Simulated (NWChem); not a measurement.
InHBrF; SMILES [F][InH][Br]

This build's default masses of Se (78.918 u) and Br (79.917 u) are each other's, which moves their modes by up to 0.6 %. def2 effective core potentials on In; no spin-orbit coupling.

### Question
Give the equilibrium geometry at PBE0/def2-SVP with def2 effective core potentials on In (NWChem) as an XYZ file, with the point group.

### Answer
point group Cs; any orientation.
```
4

In    -0.2686    -0.8498     0.0000
H     -1.7484    -1.6888     0.0000
F      1.4369    -1.8028     0.0000
Br     0.0818     1.5931     0.0000
```
